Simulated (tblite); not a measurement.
Species: C₄H₇F₂Si (doublet state).
SMILES with atom numbers: `[CH2:1]=[C:2]([SiH3:3])[CH:4][CH:5]([F:6])[F:7]` (hydrogens: H8, H9 on C1; H10, H11, H12 on Si3; H13 on C4; H14 on C5)
Bond orders are those of one Lewis drawing.

Computed with GFN2-xTB (tblite), gas phase: L-BFGS steps from a force-field or distance-geometry start until the largest atomic force falls under 0.01 eV/Å.

Step 3: E = -632.3297 eV
```
atom  x, y, z in Å  |  force x, y, z in eV/Å
C1     -1.1136   -1.7719    0.0558    0.039   0.037   0.047
C2     -0.4329   -0.5756   -0.0002   -0.037   0.118  -0.042
Si3    -1.3899    1.0110   -0.4757    0.131  -0.059   0.015
C4      0.9187   -0.5461    0.3169   -0.072   0.032  -0.055
C5      1.8197    0.6340    0.2267   -0.023   0.041  -0.027
F6      1.4166    1.6713    1.0245   -0.047  -0.022  -0.092
F7      3.0799    0.3321    0.6397   -0.177  -0.077  -0.001
H8     -2.1647   -1.8511   -0.1726    0.145   0.103   0.015
H9     -0.6119   -2.6867    0.3307   -0.002   0.002   0.001
H10    -1.8281    1.6960    0.7395    0.042  -0.032  -0.011
H11    -0.4777    1.8436   -1.2616   -0.039   0.045  -0.024
H12    -2.5530    0.6490   -1.2943    0.081  -0.050   0.049
H13     1.4175   -1.4395    0.6505    0.048  -0.195   0.044
H14     1.9187    1.0334   -0.8021   -0.088   0.058   0.081
```

Step 4: E = -632.3340 eV
```
atom  x, y, z in Å  |  force x, y, z in eV/Å
C1     -1.1101   -1.7689    0.0580   -0.014  -0.027   0.030
C2     -0.4318   -0.5727   -0.0010   -0.026   0.070  -0.027
Si3    -1.3882    1.0128   -0.4762    0.152  -0.105   0.029
C4      0.9187   -0.5481    0.3159   -0.070  -0.004  -0.034
C5      1.8149    0.6312    0.2258    0.041   0.111  -0.023
F6      1.4159    1.6716    1.0210   -0.094  -0.009  -0.042
F7      3.0726    0.3298    0.6396   -0.074  -0.095   0.021
H8     -2.1599   -1.8475   -0.1722    0.103   0.096   0.012
H9     -0.6121   -2.6872    0.3307    0.008   0.040   0.003
H10    -1.8258    1.6935    0.7371    0.022   0.005   0.048
H11    -0.4803    1.8440   -1.2615    0.005   0.085  -0.060
H12    -2.5480    0.6476   -1.2911    0.023  -0.065   0.007
H13     1.4173   -1.4433    0.6509    0.019  -0.137   0.023
H14     1.9161    1.0367   -0.7990   -0.094   0.036   0.014
```

Problem. Estimate the geometry and energy of step 5. (The exact step hangs on the optimiser's Hessian estimate; all steps are aligned on step 4, rigid shifts and turns removed.)

Solution. E = -632.3373 eV, largest force 0.129 eV/Å
```
atom  x, y, z in Å  |  force x, y, z in eV/Å
C1     -1.1072   -1.7667    0.0604   -0.028  -0.026   0.009
C2     -0.4314   -0.5697   -0.0022    0.034  -0.045   0.012
Si3    -1.3842    1.0126   -0.4762    0.106  -0.068   0.022
C4      0.9183   -0.5505    0.3148   -0.037  -0.006  -0.017
C5      1.8112    0.6306    0.2246    0.039   0.076  -0.002
F6      1.4134    1.6718    1.0175   -0.122   0.010   0.010
F7      3.0654    0.3260    0.6399    0.019  -0.084   0.035
H8     -2.1544   -1.8427   -0.1718    0.016   0.074   0.000
H9     -0.6121   -2.6868    0.3308    0.027   0.048   0.012
H10    -1.8233    1.6916    0.7360    0.018   0.019   0.071
H11    -0.4822    1.8461   -1.2625    0.030   0.100  -0.076
H12    -2.5434    0.6453   -1.2883   -0.001  -0.071  -0.012
H13     1.4170   -1.4482    0.6513   -0.021  -0.053  -0.008
H14     1.9122    1.0401   -0.7964   -0.082   0.025  -0.056
```

The energy changes by -0.0033 eV. The first-order estimate −F·Δx gives -0.0047 eV and the mean of the old and new forces, exact on a quadratic surface, -0.0033 eV. The step makes an angle of 48° with the force vector and moves no atom by more than 0.008 Å.

What follows is the cost of the whole relaxation. Hardware: an Arm Neoverse V1 with one thread, shared host with 32 logical CPUs at a one-minute load of 32. Cost: 0.46 s of wall time.
